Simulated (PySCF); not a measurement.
PySCF 2.14 output of an unrestricted BHandHLYP calculation on a single atom or ion in aug-cc-pVTZ-PP with ECP60MDF, with a scalar-relativistic core potential:

```
SCF conv_tol = 1e-09
number electrons alpha = 6  beta = 5
    A. D. Becke.,  J. Chem. Phys. 98, 1372 (1993)
    Defined through Gaussian implementation.
cycle= 1 E= -48.1032581236028  delta_E= -0.00492  |g|= 0.0175  |ddm|= 0.147
cycle= 2 E= -48.104250563467  delta_E= -0.000992  |g|= 0.00967  |ddm|= 0.0612
cycle= 3 E= -48.1050510578564  delta_E= -0.0008  |g|= 0.00899  |ddm|= 0.0534
cycle= 4 E= -48.1060064014883  delta_E= -0.000955  |g|= 0.00848  |ddm|= 0.0662
cycle= 5 E= -48.1078610831037  delta_E= -0.00185  |g|= 0.00749  |ddm|= 0.141
cycle= 6 E= -48.1094217440063  delta_E= -0.00156  |g|= 0.00566  |ddm|= 0.295
cycle= 7 E= -48.109452150415  delta_E= -3.04e-05  |g|= 0.00234  |ddm|= 0.102
cycle= 8 E= -48.1095372628998  delta_E= -8.51e-05  |g|= 0.00059  |ddm|= 0.0411
cycle= 9 E= -48.109539855565  delta_E= -2.59e-06  |g|= 0.0003  |ddm|= 0.0137
cycle= 10 E= -48.109539937061  delta_E= -8.15e-08  |g|= 0.000313  |ddm|= 0.00884
cycle= 11 E= -48.1095406322512  delta_E= -6.95e-07  |g|= 3.16e-05  |ddm|= 0.0039
cycle= 12 E= -48.1095406390193  delta_E= -6.77e-09  |g|= 3.91e-06  |ddm|= 0.000372
cycle= 13 E= -48.1095406391292  delta_E= -1.1e-10  |g|= 2.43e-07  |ddm|= 5.75e-05
converged SCF energy = -48.1095406391292  <S^2> = 1.224913  2S+1 = 2.4289199
```

The run itself started from symmetry-adapted Hartree-Fock orbitals and held the occupation by maximum overlap, on a logarithmic radial grid, so the iterations belong to that start.

Which element, charge and spin multiplicity is this?

Hf⁺ (hafnium, charge +1), multiplicity 2; the state was [Xe] 4f14 5d1 6s2, 2D determinant.

⟨L²⟩ = 7.75 against 6 for a pure D term, so this real determinant mixes terms. Energies and moments cover only the electrons outside the core potential. Spin-orbit coupling, absent here, splits the open shell strongly. ⟨S²⟩ = 1.22 against 0.75 shows spin contamination. The s, p, d and f populations moved away from the nominal configuration during the SCF.
